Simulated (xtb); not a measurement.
xtb input (GFN2-xTB):

```bash
xtb mol.xyz --gfn 2 --ohess tight --chrg 1 --uhf 0
```
mol.xyz:
```
15

C      2.05806319     0.41029920     0.04854234
O      0.80462501    -0.47470168     0.06043054
B     -0.60272998    -0.11943836    -0.03472154
C     -0.86504752     1.42311568    -0.26174002
C     -1.57411717    -1.25214392     0.08567427
H      1.72383519     1.28153661    -0.45521013
H      2.79701716    -0.15492495    -0.40885370
H      2.23800705     0.63392490     1.06457478
H      1.02360268    -1.41998676     0.30223627
H     -0.42342310     2.04705920     0.41903127
H     -1.95509172     1.59825024    -0.28910542
H     -0.54659646     1.69266977    -1.24316755
H     -1.09768490    -2.27157795     0.26320596
H     -2.22557668    -1.34847629    -0.76385873
H     -2.24975211    -1.09185210     0.99275579
```

End of the output:

```
       5    223.85    -0.57475 ( 99.75%)    -0.61234 (  0.25%)    -0.57485
       6    284.05    -0.44995 ( 99.90%)    -0.54181 (  0.10%)    -0.45004
   ------------------------------------------------------------------------

   temp. (K)  partition function   enthalpy   heat capacity  entropy
                                   cal/mol     cal/K/mol   cal/K/mol   J/K/mol
 298.15  VIB   192.                 3349.625     20.679     21.003
         ROT  0.111E+06              888.752      2.981     26.069
         INT  0.214E+08             4238.377     23.660     47.072
         TR   0.602E+27             1481.254      4.968     38.759
         TOT                        5719.6309    28.6277    85.8313   359.1181
Note: The following floating-point exceptions are signalling: IEEE_UNDERFLOW_FLAG IEEE_DENORMAL
normal termination of xtb

       T/K    H(0)-H(T)+PV         H(T)/Eh          T*S/Eh         G(T)/Eh
   ------------------------------------------------------------------------
    298.15    0.911481E-02    0.137672E+00    0.407812E-01    0.968910E-01
   ------------------------------------------------------------------------

         :::::::::::::::::::::::::::::::::::::::::::::::::::::
         ::                  THERMODYNAMIC                  ::
         :::::::::::::::::::::::::::::::::::::::::::::::::::::
         :: total free energy         -16.297602124726 Eh   ::
         ::.................................................::
         :: total energy              -16.394493127806 Eh   ::
         :: zero point energy           0.128557404677 Eh   ::
         :: G(RRHO) w/o ZPVE           -0.031666401597 Eh   ::
         :: G(RRHO) contrib.            0.096891003080 Eh   ::
         :::::::::::::::::::::::::::::::::::::::::::::::::::::

optimized geometry written to: xtbopt.xyz

           -------------------------------------------------
          | TOTAL ENERGY              -16.394493127806 Eh   |
          | TOTAL ENTHALPY            -16.256820911104 Eh   |
          | TOTAL FREE ENERGY         -16.297602124726 Eh   |
          | GRADIENT NORM               0.000086582970 Eh/α |
          | HOMO-LUMO GAP               5.296505402709 eV   |
           -------------------------------------------------

------------------------------------------------------------------------
------------------------------------------------------------------------
 total:
 SCF:
 ANC optimizer:
 analytical hessian:
```

It need not be the lowest isomer of its formula.
